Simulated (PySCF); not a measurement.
Arsenic: a sound run and one with changed settings

Sound run: As²⁺ [Ar] 3d10 4s2 4p1, As³⁺ [Ar] 3d10 4s2. All numbers are calculated (PySCF 2.14, the spin-free X2C one-electron Hamiltonian (Gaussian nucleus), in cc-pVTZ-DK (6s5p3d1f, 43 functions)). In the sound run the correlated levels freeze [Ar] 3d10. The sound run starts from symmetry-adapted Hartree-Fock orbitals and uses a fine grid where one is needed.

Changed run: basis STO-3G, all-electron and non-relativistic. This setting is unsound on purpose.

```json
{"species": "As²⁺", "method": "UHF", "sound run (hartree)": "-2258.00776", "changed run (hartree)": "-2208.37732", "converged": "yes"}
{"species": "As²⁺", "method": "PBE0", "sound run (hartree)": "-2259.39353", "changed run (hartree)": "-2209.34604", "converged": "yes"}
{"species": "As²⁺", "method": "M06-L", "sound run (hartree)": "-2259.59953", "changed run (hartree)": "-2209.60329", "converged": "yes"}
{"species": "As²⁺", "method": "MP2", "sound run (hartree)": "-2258.04766", "changed run (hartree)": "-2208.39291", "converged": "yes"}
{"species": "As²⁺", "method": "CCSD(T)", "sound run (hartree)": "-2258.06249", "changed run (hartree)": "-2208.40405", "converged": "yes"}
{"species": "As³⁺", "method": "UHF", "sound run (hartree)": "-2256.99762", "changed run (hartree)": "-2207.37684", "converged": "yes"}
{"species": "As³⁺", "method": "PBE0", "sound run (hartree)": "-2258.36032", "changed run (hartree)": "-2208.31733", "converged": "yes"}
{"species": "As³⁺", "method": "M06-L", "sound run (hartree)": "-2258.57670", "changed run (hartree)": "-2208.57195", "converged": "yes"}
{"species": "As³⁺", "method": "MP2", "sound run (hartree)": "-2257.02809", "changed run (hartree)": "-2207.40090", "converged": "yes"}
{"species": "As³⁺", "method": "CCSD(T)", "sound run (hartree)": "-2257.03928", "changed run (hartree)": "-2207.41664", "converged": "yes"}
```

Ionisation energy of As²⁺:

| method | sound run (eV) | changed run (eV) |
| --- | --- | --- |
| UHF | 27.487 | 27.224 |
| PBE0 | 28.115 | 27.992 |
| M06-L | 27.833 | 28.064 |
| MP2 | 27.744 | 26.994 |
| SCS-MP2 | 27.733 | 26.948 |
| CCSD | 27.824 | 26.869 |
| CCSD(T) | 27.843 | 26.869 |

A minimal basis cannot let orbitals breathe on ionisation and holds almost no correlation. The Hamiltonian changed with the basis, so the totals do not compare.

For comparison, NIST gives 28.349 ± 0.012 eV between the lowest levels.
